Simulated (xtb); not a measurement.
Si(F)3(NHSiH3) (F₃H₄NSi₂), SMILES F[Si](N[SiH3])(F)F. All values are semi-empirical tight-binding results from xtb (GFN2-xTB unless named), good for trends rather than for accurate numbers. Coordinates come from a GFN2-xTB optimisation. The values are those of a single conformer.

Computed properties:
The point group as xtb finds it is Cs, the orbital gap comes out as 5.69 eV and the dipole moment is 3.14 D. The zero-point energy comes out as 30.1 kcal/mol and the G − E(el) at 298.15 K (modified RRHO) is 8.0 kcal/mol. The static polarisability (D4 model) is 78.3 bohr³. The solvation energy, GFN2-xTB/ALPB(water) comes out as 0.1 kcal/mol and the solvation energy, GFN2-xTB/ALPB(acetonitrile) is -1.4 kcal/mol.
